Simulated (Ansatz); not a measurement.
Consider the substitution at a C–Si bond: `C[Si](F)(F)C=O` + H₂Te → `O=C[TeH]` + `C[SiH](F)F`.

Isolated molecules relaxed with PBE0-D4/def2-TZVP in Ansatz; ΔE leaves out vibrations. CCSD(T)/CBS adds triple-zeta CCSD(T) − MP2 to the extrapolated MP2 energy (def2 sets, frozen cores). DFT in def2-TZVPP. B3LYP here is the variant with VWN-RPA as its local correlation; programs differ in this. Elements past krypton have def2 core potentials. For Te outer-core shells are correlated without core-valence functions, which leaves a few kJ/mol of doubt a bond. One conformer a species, not always the lowest.

| level | ΔE (kJ/mol) | difference from CCSD(T)/CBS |
| --- | --- | --- |
| PBE-D4 | -33.2 | -14.4 |
| r2SCAN-D4 | -32.0 | -13.2 |
| PBE0-D4 | -22.1 | -3.3 |
| B3LYP-D4 | -23.5 | -4.7 |
| ωB97X-V | -11.1 | 7.7 |
| ωB97M-V | -10.6 | 8.2 |
| B2PLYP | -24.2 | -5.4 |
| PBE | -34.9 | -16.1 |
| r2SCAN | -32.8 | -14.0 |
| PBE0 | -23.7 | -4.9 |
| B3LYP | -25.9 | -7.1 |
| HF/def2-TZVPP | -3.8 | 15.0 |
| MP2/def2-TZVPP | -23.1 | -4.3 |
| SCS-MP2/def2-TZVPP | -19.2 | -0.4 |
| CCSD/def2-TZVPP | -10.0 | 8.8 |
| CCSD(T)/def2-TZVPP | -15.1 | 3.7 |
| HF/def2-QZVPP | -4.7 | 14.1 |
| MP2/def2-QZVPP | -25.5 | -6.7 |
| SCS-MP2/def2-QZVPP | -21.1 | -2.3 |
| HF/CBS(def2) | -4.9 | 13.9 |
| MP2/CBS(def2) | -26.8 | -8.0 |
| CCSD/CBS(def2) | -13.7 | 5.1 |
| CCSD(T)/CBS | -18.8 | 0 |

Largest T1 diagnostic among the species: 0.016.

From PBE to PBE0 (25 % exact exchange), in def2-TZVPP and without D4, ΔE moves by +11.3 kJ/mol. In def2-TZVPP, CCSD(T) changes the Hartree–Fock value by −11.3 kJ/mol (the triples alone add −5.1 kJ/mol) and MP2 by −19.3 kJ/mol.
